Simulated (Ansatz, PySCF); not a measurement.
Isomers of CH6Si2. Isolated molecules, 0 K electronic values unless said otherwise. Strings in code marks are SMILES.

Quantity: vertical ionisation energy (energy after one electron is removed minus that of the parent at the parent's geometry), in eV. The restricted reference of `C[SiH]=[SiH2]`, `C=[SiH][SiH3]` and `[SiH2]=C[SiH3]` is unstable towards unrestricted orbitals.

Level 1: frozen-core CCSD(T)/cc-pVTZ // PBE-D3(BJ)/def2-TZVP (Ansatz, a first-principles code)
Level 2: PBE-D3(BJ)/def2-TZVP (PySCF)
Level 3: minus the HOMO energy of HF/STO-3G // PBE-D3(BJ)/def2-TZVP (PySCF)
Level 4: minus the HOMO energy of PBE-D3(BJ)/def2-TZVP (PySCF)

```json
[
 {"species": "`C=[SiH][SiH3]`", "level 2": "8.57", "level 3": "5.43", "level 4": "5.66"},
 {"species": "`C[SiH]=[SiH2]`", "level 2": "7.74", "level 3": "3.74", "level 4": "5.04"},
 {"species": "`[SiH2]=C[SiH3]`", "level 2": "8.74", "level 3": "5.61", "level 4": "5.90"}
]
```

Problem. What does level 1 give for each, and how far do the other levels lie from it on average?

Solution. 
- `C=[SiH][SiH3]`: 8.62
- `C[SiH]=[SiH2]`: 7.86
- `[SiH2]=C[SiH3]`: 8.90
Mean absolute difference from level 1, which has limits of its own, over these rows (drawn at random from the members that have all these levels): level 2 0.112 eV, level 3 3.53 eV, level 4 2.93 eV.
